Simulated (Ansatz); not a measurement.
`[SiH3][SnH]([Cl])[Cl]` and `[CH3][SnH]([SiH3])[Cl]` differ in one atom or group.

Ansatz, PBE0-D4/def2-TZVP geometries, multiplicity 1. 

Elements past krypton have def2 core potentials.

```
                                          property  `[SiH3][SnH]([Cl])[Cl]`
              HOMO–LUMO gap (PBE0/def2-TZVPP) / eV                     6.86
               HOMO–LUMO gap (PBE/def2-TZVPP) / eV                     4.78
               LUMO energy (B3LYP/def2-TZVPP) / eV                    -1.69
             LUMO energy (ωB97M-V/def2-TZVPP) / eV                     0.44
size of the dipole moment (ωB97M-V/def2-TZVPP) / D                     3.52
                LUMO energy (PBE0/def2-TZVPP) / eV                    -1.42
```

Q: What does the change do to each property? (Best estimate.)

A: Computed: 
| property | `[CH3][SnH]([SiH3])[Cl]` | shift |
| --- | --- | --- |
| HOMO–LUMO gap (PBE0/def2-TZVPP) / eV | 7.03 | 0.17 |
| HOMO–LUMO gap (PBE/def2-TZVPP) / eV | 5.08 | 0.30 |
| LUMO energy (B3LYP/def2-TZVPP) / eV | -0.97 | 0.72 |
| LUMO energy (ωB97M-V/def2-TZVPP) / eV | 0.94 | 0.50 |
| size of the dipole moment (ωB97M-V/def2-TZVPP) / D | 3.00 | -0.52 |
| LUMO energy (PBE0/def2-TZVPP) / eV | -0.76 | 0.66 |

With PBE0 the HOMO rises by 0.49 eV and the LUMO rises by 0.66 eV, so the gap widens by about 0.17 eV. PBE moves the HOMO by 0.43 eV and ωB97M-V by 0.48 eV. The zero-point energy changes by 91.2 kJ/mol with +9 modes. Dipoles are sizes alone; their direction can turn.

B3LYP here is the variant with VWN-RPA as its local correlation; programs differ in this.
